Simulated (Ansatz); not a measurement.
Gas-phase electronic energies from Ansatz, PBE0-D4/def2-TZVP geometries. CCSD(T)/CBS adds triple-zeta CCSD(T) − MP2 to the extrapolated MP2 energy (def2 sets, frozen cores). This one scheme is used for every species. DFT in def2-TZVPP. B3LYP here is the variant with VWN-RPA as its local correlation; programs differ in this. HSE06 is defined as in plane-wave codes. Each species was taken in one conformer, which may not be the lowest.

Reaction (substitution at a C–Al bond): `[NH2][Al]([OH])[CH]=O` + `OC[SiH2]Cl` → `O=COC[SiH2]Cl` + `[NH2][AlH][OH]`

`[NH2][Al]([OH])[CH]=O`:

```xyz
9

N     1.578    0.148    0.177
Al   -0.173    0.118    0.331
O    -1.063    0.593    1.689
C    -1.159   -0.552   -1.287
O    -0.490   -0.884   -2.243
H     2.035   -0.153   -0.670
H     2.256    0.444    0.859
H    -0.714    0.925    2.513
H    -2.271   -0.640   -1.370
```

`OC[SiH2]Cl`:

Cartesian coordinates in Å:
```
O -1.218 0.705 -1.037
C -0.580 -0.459 -0.544
Si 0.944 -0.052 0.481
Cl 0.318 1.283 1.930
H -1.406 1.284 -0.292
H -0.276 -1.048 -1.416
H -1.269 -1.091 0.035
H 1.496 -1.249 1.162
H 1.990 0.628 -0.318
```

`O=COC[SiH2]Cl`:

Z-matrix (Å, degrees):
```
C
Si 1 1.887
O 1 1.436 2 112.9
H 1 1.094 2 109.4 3 122.8
H 1 1.091 2 110.1 3 -117.7
Cl 2 2.055 1 108.9 3 70.5
H 2 1.482 1 108.3 3 -171.8
H 2 1.478 1 111.7 3 -48.4
C 3 1.331 1 115.8 2 84.3
O 9 1.196 3 125.8 1 -0.3
H 9 1.099 3 109.1 1 179.5
```

`[NH2][AlH][OH]`:

Z-matrix (Å, degrees):
```
N
Al 1 1.760
H 1 1.006 2 124.4
H 1 1.007 2 125.1 3 -180.0
O 2 1.698 1 116.8 3 -180.0
H 2 1.579 1 120.8 3 -0.1
H 5 0.955 2 123.2 1 180.0
```

Task: Is it downhill or uphill in electronic energy at CCSD(T)/CBS, and by how much? (An estimate is asked.)

Result: The calculation gave: Downhill: ΔE = -14.7 kcal/mol.

Task: What do these levels give: revPBE-D4, B3LYP-D4, HSE06-D4, CAM-B3LYP-D4, ωB97X-V, r2SCAN, r2SCANh, BHLYP, CAM-B3LYP, MP2/def2-TZVPP, SCS-MP2/def2-TZVPP, MP2/CBS(def2)? (Best estimate.)

Result: Ansatz gave: revPBE-D4 -16.3, B3LYP-D4 -16.1, HSE06-D4 -16.7, CAM-B3LYP-D4 -17.2, ωB97X-V -17.1, r2SCAN -18.1, r2SCANh -18.0, BHLYP -16.5, CAM-B3LYP -16.9, MP2/def2-TZVPP -16.7, SCS-MP2/def2-TZVPP -16.0, MP2/CBS(def2) -15.6 kcal/mol.

Largest T1 diagnostic among the species: 0.014.

In def2-TZVPP, CCSD(T) changes the Hartree–Fock value by +1.8 kcal/mol (the triples alone add −0.5 kcal/mol) and MP2 by +0.9 kcal/mol. At CCSD(T), def2-SVP lies −5.3 kcal/mol from the extrapolated value and def2-TZVPP −1.1 kcal/mol.
